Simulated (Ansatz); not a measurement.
```yaml
crystal:
  periodic: [false, false, false]
  atoms:
    - {symbol: Cu, position_ang: [0.000078, -0.062714, -0.323514]}
    - {symbol: N, position_ang: [-0.002837, -0.008930, 1.604572]}
    - {symbol: H, position_ang: [0.049558, 0.944173, 1.955319]}
    - {symbol: H, position_ang: [0.787998, -0.520771, 1.989647]}
    - {symbol: H, position_ang: [-0.849373, -0.428084, 1.983190]}
    - {symbol: N, position_ang: [0.000354, -0.280948, -2.122057]}
    - {symbol: H, position_ang: [0.813254, 0.168007, -2.542214]}
    - {symbol: H, position_ang: [-0.799030, 0.189288, -2.544932]}
basis:
  gaussian: {orbitals: def2-SVP, final_grid: {core_spheres: 20, valence_spheres: 16, degree: 47}}
total_charge: -1
magnetization: {spin_polarized: true, initial_magnetization: 1}
hamiltonian: {xc: {name: PBE-QIDH}}
scf: {omitted_lower_state_checks: [starts]}
```

```sh
$ ansatz run in.yaml --threads 4 --pin off --events-out ev --progress --plain --max-ram 3916MiB
```

Shortened log:

```
Functional definition: PBE-QIDH
895 factors; integrals over basis functions are off by at most 9.9e-4 eV
mean field evaluation 1: about -47662.2364 eV, gradient 2.2e1 eV
mean field evaluation 2: about -47662.4450 eV, gradient 2.2e1 eV
mean field evaluation 4: about -47665.1913 eV, gradient 2.2e0 eV
mean field evaluation 8: about -47665.2490 eV, gradient 2.1e-1 eV
mean field evaluation 16: about -47665.2499 eV, gradient 2.8e-3 eV
mean field -47665.24988837 eV, -1751.6656247310 hartree, gradient 6.8e-6 eV, S^2 0.762649; 0 other end points of the search recorded, 0 dependent functions left out
7 core orbitals not correlated: weight in the atoms' cores, before any rotation towards them, 1.000 or more for the frozen orbitals, at most 0.000 for the correlated occupied ones
reference -47665.24990605 eV, -1751.6656253806 hartree; 18, 17 occupied and 59, 60 virtual orbitals, 895 factors
second order -24.13914054 eV of doubles, -0.00000000 eV of singles
Total energy: -47673.29628623 eV, -1751.9613243982 hartree
Checks for a lower state left out: starts
```

It took 3.6 s on 4 threads of Arm Neoverse V1 on a shared host.

Correlated methods freeze 7 core orbitals. The highest occupied level of an anion often lies above zero with these methods, and sets without diffuse functions describe the outer electron poorly.
